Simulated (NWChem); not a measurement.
Molecule: BNH2Br2; SMILES BrB(Br)N

```xyz
6

B      0.0000     0.0000    -0.6418
Br     1.6774     0.0000     0.3233
Br    -1.6774     0.0000     0.3233
N      0.0000     0.0000    -2.0368
H     -0.8618     0.0000    -2.5833
H      0.8618     0.0000    -2.5833
```
Atoms are numbered in this order, from 1.

Program: NWChem. Pople sets run with spherical d functions. Geometry: optimised at PBE-D3(BJ)/def2-SVP.

### Question
Taking PBE/6-311G** as the yardstick, which of these has the fewest basis functions while keeping “highest occupied level (eV)” within 0.05 eV of it: PBE/3-21G; PBE/6-31G*; PBE/STO-3G?

### Answer
none of them.
| level | basis functions | highest occupied level (eV) | relative time (rough) |
|---|---|---|---|
| PBE/STO-3G | 48 | -3.60 | 1 |
| PBE/3-21G | 66 | -6.34 | 2 |
| PBE/6-31G* | 96 | -6.71 | 7 |
| PBE/6-311G** | 136 | -6.79 | 6 |

The yardstick is one finite set, not the basis-set limit.
